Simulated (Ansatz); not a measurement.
```yaml
crystal:
  periodic: [false, false, false]
  atoms:
    - {symbol: Si, position_ang: [-1.734791, -0.021455, 0.027492]}
    - {symbol: O, position_ang: [-0.198371, 0.096241, 0.062665]}
    - {symbol: Al, position_ang: [1.497724, 0.546584, -0.024982]}
    - {symbol: S, position_ang: [3.100953, -0.906930, -0.124653]}
    - {symbol: Cl, position_ang: [1.985389, 2.545708, -0.150561]}
    - {symbol: H, position_ang: [-2.355006, 0.850893, -1.013841]}
    - {symbol: H, position_ang: [-2.215644, -1.460284, -0.089324]}
    - {symbol: H, position_ang: [-2.258070, 0.433197, 1.373850]}
    - {symbol: H, position_ang: [2.211297, -1.941551, -0.056772]}
basis:
  gaussian: {orbitals: def2-mTZVPP, point_charges: [{charge: 0.50, position_ang: [5.942, 0.716, 0.919]}]}
magnetization: {spin_polarized: true, initial_magnetization: 8}
hamiltonian: {xc: {name: B97M-V}}
```

```sh
$ ansatz run in.yaml --threads 4 --pin off --events-out ev --progress --plain --max-ram 10444MiB
```

Output, abridged:

```
Functional definition: B97M-V
1368 factors; their error is unknown
mean field evaluation 1: about -39898.3571 eV, gradient 5.4e1 eV
mean field evaluation 2: about -39585.4452 eV, gradient 1.9e2 eV
mean field evaluation 4: about -39893.5334 eV, gradient 4.0e1 eV
mean field evaluation 8: about -39915.9289 eV, gradient 5.1e-1 eV
mean field evaluation 16: about -39915.9232 eV, gradient 2.3e-5 eV
mean field -39915.92318280 eV, -1466.8831209834 hartree, gradient 2.7e-6 eV, S^2 20.011101; 10 other end points of the search recorded, 0 dependent functions left out
reference -39915.92326244 eV, -1466.8831239103 hartree; 40, 32 occupied and 107, 115 virtual orbitals, 1368 factors
Total energy: -39915.92326244 eV, -1466.8831239103 hartree
```

Question: What is wrong with this run?

Answer: The spin is set far too high for this molecule. Self-consistency was reached. The result belongs to that input, not to the molecule as meant.
